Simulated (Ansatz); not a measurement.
Stepwise reaction of `OB(O[SiH3])O[SiH3]` with methanol, as a gas-phase model of exchange steps in deposition or etching. ΔE in kJ/mol.

Calculated with Ansatz (gas phase, PBE0-D4/def2-TZVP geometries, no zero-point term in ΔE). CCSD(T)/CBS adds triple-zeta CCSD(T) − MP2 to the extrapolated MP2 energy (def2 sets, frozen cores). This one scheme is used for every species. DFT in def2-TZVPP. B3LYP here is the variant with VWN-RPA as its local correlation; programs differ in this. One conformer a species, not always the lowest.

```json
{"step": "1", "reaction": "`OB(O[SiH3])O[SiH3]` + CH₃OH → `COB(O)O[SiH3]` + `O[SiH3]`", "PBE-D4": "12.2", "B3LYP-D4": "16.1", "ωB97M-V": "14.0", "CCSD(T)/CBS": "14.9"}
{"step": "2", "reaction": "`COB(O)O[SiH3]` + CH₃OH → `COB(O)OC` + `O[SiH3]`", "PBE-D4": "-9.9", "B3LYP-D4": "-9.4", "ωB97M-V": "-10.4", "CCSD(T)/CBS": "-9.5"}
```

Problem. By hand: ΔE of the 2 steps together at CCSD(T)/CBS.

Solution. (14.9) + (-9.5) = 5.4 kJ/mol, or 2.7 kJ/mol a step.

In ΔE each step is lower than the one before. PBE-D4 differs from CCSD(T)/CBS by -2.7 to -0.4 kJ/mol a step. Only this route is followed, and other bonds may react first. Isolated molecules leave out the surface, adducts and barriers. Largest T1 diagnostic: 0.012.
